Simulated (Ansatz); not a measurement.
Born–Oppenheimer molecular dynamics of BFH6O2Si (11 atoms, charge 0, multiplicity 1). It starts at the highest image of a converged band, a first-order saddle point between two minima.

Theory: RKS PBE0/def2-SVP (Ansatz 0.2.0).

* ensemble: NVE (velocity Verlet)
* time step: 0.5 fs
* steps asked: 200
* starting velocities drawn for: 100 K
* seed: 4436

First frame:

```xyz
11
Properties=species:S:1:pos:R:3
B 0.099 0.235 0.357
O -0.779 -0.672 1.226
H -1.586 -0.950 0.778
F 1.413 -0.103 0.454
H -0.339 0.430 -0.759
O -0.211 1.411 1.345
Si 0.959 2.402 2.079
H 1.790 1.626 3.039
H 1.793 2.996 1.001
H 0.209 3.462 2.809
H -0.802 0.454 1.748
```

Problem. How far do the bonds stretch over the last three quarters of this one trajectory? (Pairs bonded in most of those frames.)

Solution. 
```
   bond  mean (Å)  spread (Å)  shortest  longest
  B1–F4     1.340       0.023      1.29     1.38
  B1–H5     1.211       0.024      1.17     1.25
  B1–O6     1.359       0.022      1.32     1.40
  O2–H3     0.965       0.011      0.94     0.99
 O2–H11     0.966       0.018      0.94     1.00
 O6–Si7     1.675       0.046      1.61     1.75
 Si7–H8     1.492       0.013      1.47     1.51
 Si7–H9     1.493       0.012      1.47     1.51
Si7–H10     1.490       0.003      1.48     1.50
```

Mean temperature of the second half: 320 K. The conserved energy stayed within 0.05 meV per atom of its start (net change 0.0064 meV per atom), so the integration is sound. The kinetic energy rose, since the run started high on the potential surface and went downhill. It ends in pieces (BFH4OSi + H2O), so much of that is their flight and rotation, not heat. A run of 0.1 ps of so small a system gives no equilibrium averages. The orbitals stay closed-shell, which can raise the energy where a bond breaks towards radicals; this wasn't checked here.

Time of the run: 7.7 min on 2 threads of Arm Neoverse V2, with other jobs on the host, peak memory 0.22 GiB.
